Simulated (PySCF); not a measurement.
B2H4, SMILES BB. Atoms are numbered in the order given.

```xyz
6

B      0.0000     0.0000     0.8133
B      0.0000     0.0000    -0.8133
H     -0.7166     0.7166     1.4496
H      0.7166    -0.7166     1.4496
H     -0.7166    -0.7166    -1.4496
H      0.7166     0.7166    -1.4496
```

Geometry: B3LYP-D3(BJ)/def2-TZVP.

Method: PySCF with PBE0/def2-TZVPD.

Symmetry labels are those of the subgroup D2 that the program uses (full group D2d).

Computed valence orbital energies around the gap with their symmetry:
| orbital | symmetry | energy (eV) |
|---|---|---|
| HOMO−6 | A | -184.49 |
| HOMO−5 | B1 | -184.47 |
| HOMO−4 | A | -15.30 |
| HOMO−3 | B1 | -12.89 |
| HOMO−2 | B2 | -9.95 |
| HOMO−1 | B3 | -9.95 |
| HOMO | A | -8.65 |
| LUMO | B2 | -1.66 |
| LUMO+1 | B3 | -1.66 |
| LUMO+2 | A | 0.45 |
| LUMO+3 | B1 | 0.89 |
